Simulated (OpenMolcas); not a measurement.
**Ar II: effect of the basis set**

| Property | Result |
| --- | --- |
| Program | OpenMolcas |
| Method | SS-CASPT2, IPEA 0.25 Eh, imaginary shift 0.1 Eh (closed shells correlated: 2s 2p) |
| Active space | 7 electrons in 8 orbitals (3s 3p 4s 4p) |
| State averaging | 2S+1 = 2 odd, 3 roots; 2S+1 = 2 even, 1 root |
| Spin-orbit coupling | state interaction with AMFI integrals over the reference wave functions, term energies averaged over their components |

A. ANO-RCC-VTZP [5s4p2d1f], DKH2, point nucleus; CASPT2 step about 1.5 core-seconds
B. ANO-RCC-VQZP [6s5p3d2f1g], DKH2, point nucleus; CASPT2 step of the order of 2.6 core-seconds
C. ANO-RCC [8s7p5d4f2g], DKH2, point nucleus; CASPT2 step about 6 core-seconds

Energies in cm⁻¹ above 3s² 3p⁵ ²P°_3/2, the measured ground level; measured values from NIST Handbook of Basic Atomic Spectroscopic Data.

```csv
Level,A,B,C,Measured
3s² 3p⁵ ²P°_3/2,0.0,0.0,0.0,0.0
3s² 3p⁵ ²P°_1/2,1348,1363,1359,1432
3s 3p⁶ ²S_1/2,126079,125404,124816,108722
```

Deviations, from unrounded energies. A percentage is the sum of absolute deviations over the sum of measured energies, with the sign that they share, or ± where signs differ.

```tsv
Against measurement	Levels	A	B	C
mean absolute deviation (cm-1)	2	8700	8400	8100
fine structure of the ground term (%)	1	-5.9	-4.8	-5.0
other configurations (%)	1	+16.0	+15.3	+14.8
```

B, C lie about equally close to measurement and A furthest from it. The largest miss of C in the table is 3s 3p⁶ ²S_1/2, by +16000 cm-1. The ranking rests on the paired levels alone, and a cruder setting can come out closer through cancelling errors.

Among A to C the level of the table that moves most is 3s 3p⁶ ²S_1/2, by 1300 cm-1 (lowest in C, highest in A).

Over all roots computed the reference weight is 0.87 to 0.95 in A, 0.86 to 0.95 in B, 0.86 to 0.95 in C; the roots of lowest weight are the least certain, and an intruder state may touch them. Active for correlation alone: 4p 4s; no level in the range computed is led by a configuration that fills them, so any true level of that kind is missing. Computed and measured levels are paired by configuration, term and J; levels that our copy of the source lacks, or whose pairing is in doubt (as where it misses far off the trend of its configuration), stay unpaired and out of the deviations. Levels of configurations outside the active space are missing.

° marks odd parity.
